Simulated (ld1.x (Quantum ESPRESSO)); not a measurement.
## Plane-wave convergence, PAW potential for Ge

```json
{
  "Element": "Ge (Z = 32)",
  "Generator": "ld1.x (Quantum ESPRESSO) 7.5",
  "Type": "PAW",
  "Functional": "PBE",
  "Relativity": "scalar-relativistic",
  "Frozen core": "[Ar]",
  "Valence charge": "14",
  "Reference configuration": "3d10 4s2 4p2",
  "Partial waves": "4s (bound): rcut 1.55, rcutus 2.00 bohr; 4s channel at -0.15 Ry: rcut 1.55, rcutus 2.00 bohr; 4p (bound): rcut 2.35, rcutus 2.55 bohr; 4p channel at 0.4 Ry: rcut 2.35, rcutus 2.55 bohr; 3d (bound): rcut 0.70, rcutus 0.80 bohr; 3d channel at 0.5 Ry: rcut 0.70, rcutus 0.80 bohr",
  "Local potential": "all-electron potential smoothed inside 0.85 bohr (lloc = -1)",
  "Core correction": "a·sin(br)/r model core, default radius (ld1.x builds one for every PAW set, though the input has nlcc=.false.)",
  "Augmentation charge": "BG, radius 0.60 bohr"
}
```

The pseudo-atom Hamiltonian at the reference potential is diagonalised in spherical Bessel functions j_l(qr) that vanish at 20 bohr, with q² up to the cutoff. All-electron valence levels (Ry): 4s -0.8622, 4p -0.2863, 3d -2.1543.

Q: How do the lowest levels (Ry) of each channel move with the cutoff, and are there ghosts?

A:

| cutoff (Ry) | s #1 | s #2 | p #1 | d #1 | f #1 | f #2 | Σ f·Δε (mRy) |
| --- | --- | --- | --- | --- | --- | --- | --- |
| 8 | -0.8620 | -0.0332 | -0.2847 | 0.0520 | 0.1080 | 0.2313 | 22067.0 |
| 15 | -0.8625 | -0.0333 | -0.2863 | 0.0508 | 0.1080 | 0.2313 | 22052.0 |
| 25 | -31.6667 | -0.8622 | -0.2863 | 0.0481 | 0.1080 | 0.2313 | 22023.8 |
| 35 | -89.6066 | -0.8622 | -0.2863 | 0.0260 | 0.1080 | 0.2313 | 21802.6 |
| 50 | -147.6984 | -0.8622 | -0.2863 | -0.4836 | 0.1080 | 0.2313 | 16707.0 |
| 70 | -163.0247 | -0.8622 | -0.2863 | -1.2452 | 0.1080 | 0.2313 | 9091.4 |
| 100 | -165.6282 | -0.8622 | -0.2863 | -1.8341 | 0.1080 | 0.2313 | 3202.4 |
| 140 | -165.6681 | -0.8622 | -0.2863 | -2.1370 | 0.1080 | 0.2313 | 173.0 |
| 180 | -165.6797 | -0.8622 | -0.2863 | -2.1517 | 0.1080 | 0.2313 | 25.8 |
| 260 | -165.6875 | -0.8622 | -0.2863 | -2.1539 | 0.1080 | 0.2313 | 4.1 |
| 400 | -165.6902 | -0.8622 | -0.2863 | -2.1543 | 0.1080 | 0.2313 | 0.0 |

Result: ghost state, extra bound levels that the all-electron valence spectrum of the same l lacks: s at -2254.3 eV (a true bound ghost makes a file unfit for plane-wave use); 10 mRy is reached at 260 Ry and 1 mRy at over 300 Ry.

Test run stopped at test 1 of 7 (negative rho).
